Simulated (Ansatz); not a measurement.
Basis-set extrapolation for C$_{7}$H$_{4}$Cl$_{2}$O (`O=C(Cl)c1ccc(Cl)cc1`) (PBE0-D4/def2-TZVP geometry, frozen core, the Gaussian-basis code of Ansatz). Multiplicity 1, RHF reference.

```tsv
	def2-TZVPP	def2-QZVPP
HF	-1261.425747	-1261.464901
MP2 correlation	-1.692024	-1.818140
CCSD(T) correlation	-1.818912	not run
```

Energies in hartree. Use E(X) = E(∞) + A·exp(−7.88·√X) for Hartree–Fock and E(X) = E(∞) + B·X^(−2.97) for correlation, with X = 3 and 4, and add CCSD(T) minus MP2 of the smaller set to the MP2 limit.

Q: What is the CCSD(T) energy at the basis-set limit?

A: HF limit: -1261.464901 + (-0.039154) × 0.13774 = -1261.47029. MP2 limit: -1.818140 + (-0.126116) × 0.74074 = -1.91156. Higher-order term: -1.818912 − (-1.692024) = -0.12689. Total: -1263.50874 hartree, 693.3 kJ/mol below CCSD(T)/def2-TZVPP.
